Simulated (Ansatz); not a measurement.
Born–Oppenheimer molecular dynamics of AlH5N2O (9 atoms, charge 0, multiplicity 1). It goes on from the last frame of an earlier run, with new velocities.

All numbers below come from RKS PBE0/def2-SVP (Ansatz 0.2.0).

| Property | Result |
| --- | --- |
| ensemble | NVT, Nosé–Hoover chain |
| time step | 0.25 fs |
| steps asked | 100 |
| set temperature | 300 K |
| thermostat | time constant 300 fs, chain length 5 |
| seed | 454303 |

Frames 0.5 fs apart, positions in Å, forces in eV/Å.

Velocities at 10 fs (Å/ps):

```
Al 5.34 1.41 -7.52
N -6.04 0.21 4.08
H -9.60 7.64 22.43
H 1.21 -9.24 18.80
O -1.72 -3.80 2.67
H 37.41 30.75 -30.74
N -3.08 0.26 3.19
H -8.73 -15.26 27.67
H -9.37 2.25 19.73
```

```xyz
9
Properties=species:S:1:pos:R:3:forces:R:3 time_fs=10 energy_less_start_eV=-0.236 T=558
Al -0.073 -0.203 0.150 -0.37 0.24 2.24
N -0.013 -0.018 1.926 0.86 0.60 0.13
H -0.221 -0.485 2.789 -0.67 -0.52 0.00
H 0.804 0.551 2.201 -0.31 -0.18 -0.45
O 1.324 -0.144 -0.667 1.31 -0.87 0.15
H 1.908 0.297 -1.223 1.24 0.84 -1.18
N -1.352 -0.020 -0.969 -2.52 -0.18 -0.23
H -2.365 -0.051 -0.748 0.98 0.05 -0.71
H -1.101 -0.172 -1.941 -0.52 0.03 0.04
9
Properties=species:S:1:pos:R:3:forces:R:3 time_fs=10.5 energy_less_start_eV=-0.237 T=559
Al -0.070 -0.202 0.146 -0.58 0.25 2.50
N -0.016 -0.017 1.928 0.86 0.48 0.36
H -0.227 -0.482 2.800 -0.63 -0.40 -0.29
H 0.804 0.546 2.210 -0.35 -0.20 -0.50
O 1.323 -0.146 -0.666 2.86 0.12 -1.24
H 1.928 0.313 -1.240 -0.10 -0.15 0.09
N -1.354 -0.019 -0.967 -2.75 -0.13 0.23
H -2.368 -0.058 -0.735 1.13 0.06 -0.78
H -1.106 -0.171 -1.931 -0.45 -0.04 -0.36
9
Properties=species:S:1:pos:R:3:forces:R:3 time_fs=11 energy_less_start_eV=-0.180 T=498
Al -0.067 -0.201 0.142 -0.79 0.26 2.73
N -0.019 -0.017 1.930 0.81 0.34 0.56
H -0.234 -0.480 2.811 -0.58 -0.27 -0.59
H 0.803 0.541 2.218 -0.34 -0.19 -0.53
O 1.323 -0.148 -0.665 4.11 0.90 -2.33
H 1.947 0.329 -1.256 -1.16 -0.93 1.08
N -1.356 -0.019 -0.965 -2.83 -0.08 0.65
H -2.369 -0.066 -0.724 1.15 0.08 -0.81
H -1.112 -0.170 -1.923 -0.38 -0.10 -0.76
9
Properties=species:S:1:pos:R:3:forces:R:3 time_fs=11.5 energy_less_start_eV=-0.100 T=409
Al -0.065 -0.200 0.139 -0.97 0.27 2.92
N -0.021 -0.017 1.932 0.73 0.19 0.70
H -0.242 -0.478 2.820 -0.52 -0.15 -0.84
H 0.802 0.535 2.224 -0.30 -0.16 -0.53
O 1.323 -0.150 -0.664 4.99 1.43 -3.09
H 1.964 0.342 -1.270 -1.88 -1.47 1.75
N -1.359 -0.019 -0.964 -2.76 -0.04 0.97
H -2.367 -0.073 -0.715 1.04 0.09 -0.81
H -1.120 -0.169 -1.915 -0.32 -0.15 -1.07
9
Properties=species:S:1:pos:R:3:forces:R:3 time_fs=12 energy_less_start_eV=-0.032 T=334
Al -0.062 -0.200 0.136 -1.13 0.28 3.07
N -0.024 -0.017 1.935 0.61 0.04 0.77
H -0.252 -0.477 2.827 -0.47 -0.06 -1.04
H 0.800 0.529 2.229 -0.22 -0.10 -0.50
O 1.325 -0.152 -0.663 5.53 1.76 -3.55
H 1.977 0.352 -1.279 -2.31 -1.80 2.15
N -1.362 -0.019 -0.962 -2.53 -0.01 1.13
H -2.362 -0.080 -0.707 0.80 0.09 -0.76
H -1.128 -0.168 -1.911 -0.28 -0.18 -1.27
9
Properties=species:S:1:pos:R:3:forces:R:3 time_fs=12.5 energy_less_start_eV=-0.003 T=303
Al -0.060 -0.199 0.134 -1.25 0.29 3.18
N -0.026 -0.016 1.937 0.48 -0.09 0.75
H -0.263 -0.476 2.832 -0.43 0.00 -1.16
H 0.797 0.523 2.233 -0.11 -0.03 -0.46
O 1.327 -0.153 -0.664 5.77 1.91 -3.75
H 1.984 0.358 -1.283 -2.49 -1.95 2.32
N -1.366 -0.019 -0.960 -2.14 0.00 1.09
H -2.355 -0.087 -0.702 0.44 0.08 -0.67
H -1.136 -0.168 -1.909 -0.27 -0.19 -1.29
9
Properties=species:S:1:pos:R:3:forces:R:3 time_fs=13 energy_less_start_eV=-0.023 T=325
Al -0.058 -0.198 0.131 -1.33 0.29 3.24
N -0.029 -0.016 1.940 0.34 -0.20 0.63
H -0.275 -0.475 2.833 -0.40 0.02 -1.21
H 0.794 0.516 2.236 0.02 0.05 -0.39
O 1.329 -0.154 -0.664 5.75 1.90 -3.73
H 1.984 0.359 -1.282 -2.46 -1.94 2.29
N -1.370 -0.019 -0.957 -1.61 -0.01 0.87
H -2.347 -0.093 -0.698 -0.02 0.05 -0.54
H -1.146 -0.169 -1.911 -0.28 -0.17 -1.16
9
Properties=species:S:1:pos:R:3:forces:R:3 time_fs=13.5 energy_less_start_eV=-0.087 T=395
Al -0.056 -0.197 0.129 -1.36 0.30 3.27
N -0.031 -0.016 1.942 0.20 -0.28 0.42
H -0.288 -0.474 2.832 -0.38 0.02 -1.17
H 0.791 0.510 2.238 0.16 0.13 -0.32
O 1.333 -0.155 -0.666 5.44 1.73 -3.47
H 1.980 0.355 -1.276 -2.21 -1.77 2.06
N -1.374 -0.019 -0.955 -1.00 -0.02 0.48
H -2.340 -0.100 -0.696 -0.53 0.02 -0.39
H -1.156 -0.169 -1.915 -0.32 -0.13 -0.88
9
Properties=species:S:1:pos:R:3:forces:R:3 time_fs=14 energy_less_start_eV=-0.174 T=491
Al -0.054 -0.196 0.128 -1.35 0.30 3.25
N -0.033 -0.015 1.945 0.10 -0.32 0.13
H -0.301 -0.472 2.828 -0.38 -0.02 -1.05
H 0.789 0.504 2.239 0.28 0.20 -0.23
O 1.337 -0.155 -0.668 4.83 1.37 -2.95
H 1.970 0.348 -1.264 -1.71 -1.40 1.60
N -1.379 -0.019 -0.952 -0.37 -0.04 0.00
H -2.333 -0.106 -0.694 -1.03 -0.02 -0.23
H -1.167 -0.171 -1.921 -0.37 -0.08 -0.51
9
Properties=species:S:1:pos:R:3:forces:R:3 time_fs=14.5 energy_less_start_eV=-0.257 T=581
Al -0.052 -0.195 0.126 -1.30 0.30 3.21
N -0.035 -0.015 1.948 0.03 -0.31 -0.22
H -0.316 -0.471 2.822 -0.40 -0.08 -0.87
H 0.787 0.498 2.240 0.39 0.25 -0.15
O 1.343 -0.156 -0.670 3.88 0.78 -2.14
H 1.955 0.337 -1.249 -0.91 -0.80 0.85
N -1.383 -0.019 -0.950 0.17 -0.07 -0.50
H -2.329 -0.113 -0.693 -1.45 -0.06 -0.09
H -1.178 -0.172 -1.929 -0.42 -0.02 -0.11
9
Properties=species:S:1:pos:R:3:forces:R:3 time_fs=15 energy_less_start_eV=-0.301 T=630
Al -0.050 -0.194 0.125 -1.22 0.29 3.14
N -0.037 -0.015 1.951 0.02 -0.26 -0.61
H -0.332 -0.470 2.813 -0.42 -0.16 -0.63
H 0.786 0.493 2.240 0.45 0.27 -0.06
O 1.348 -0.156 -0.673 2.58 -0.07 -1.00
H 1.939 0.324 -1.232 0.21 0.07 -0.19
N -1.388 -0.019 -0.947 0.53 -0.11 -0.93
H -2.329 -0.119 -0.692 -1.70 -0.08 0.02
H -1.191 -0.173 -1.937 -0.45 0.04 0.27
9
Properties=species:S:1:pos:R:3:forces:R:3 time_fs=15.5 energy_less_start_eV=-0.288 T=615
Al -0.048 -0.193 0.124 -1.13 0.29 3.04
N -0.040 -0.015 1.953 0.06 -0.16 -1.01
H -0.348 -0.470 2.804 -0.46 -0.26 -0.37
H 0.786 0.489 2.240 0.47 0.26 0.01
O 1.354 -0.156 -0.675 1.01 -1.15 0.39
H 1.923 0.311 -1.215 1.57 1.16 -1.47
N -1.392 -0.019 -0.945 0.65 -0.15 -1.26
H -2.332 -0.126 -0.691 -1.72 -0.09 0.07
H -1.205 -0.175 -1.944 -0.45 0.09 0.60
```

Of the whole run (25 fs, mean temperature of the second half 670 K): The conserved energy stayed within 0.22 meV per atom of its start (net change 0.053 meV per atom), so the integration is sound. The mean temperature of the second half is 123 % above the set value. A run of 0.025 ps of so small a system gives no equilibrium averages.

The run took 4.1 min on 1 thread of Arm Neoverse V2, on a shared host, peak memory 0.16 GiB.
